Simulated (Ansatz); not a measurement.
`F[C@H]1B[C@@H]1F` + CH₄ → `C[C@H]1B[C@@H]1F` + H–F  (formal exchange of groups at a C–F bond)

Calculated with Ansatz (gas phase, PBE0-D4/def2-TZVP geometries, no zero-point term in ΔE). CCSD(T)/CBS adds triple-zeta CCSD(T) − MP2 to the extrapolated MP2 energy (def2 sets, frozen cores). This one scheme is used for every species.

```tsv
species	HF/def2-TZVPP energy (Eh)
`F[C@H]1B[C@@H]1F`	-301.06561
CH₄	-40.21433
`C[C@H]1B[C@@H]1F`	-241.23336
H–F	-100.06520
```

Task: Work out ΔE.

Result: ΔE = (-241.23336) + (-100.06520) − (-301.06561) − (-40.21433) = -0.01862 Eh = -11.7 kcal/mol. CCSD(T)/CBS gives -17.5 kcal/mol.

Largest T1 diagnostic among the species: 0.012.

In def2-TZVPP, CCSD(T) changes the Hartree–Fock value by −4.7 kcal/mol (the triples alone add −0.4 kcal/mol) and MP2 by −7.2 kcal/mol. The D4 term adds −1.4 kcal/mol with B3LYP and −0.8 kcal/mol with PBE0; it sums over pairs of atoms, weighted by their polarisabilities, and B3LYP, whose exchange is more repulsive, gets the larger term.

B3LYP here is the variant with VWN-RPA as its local correlation; programs differ in this.
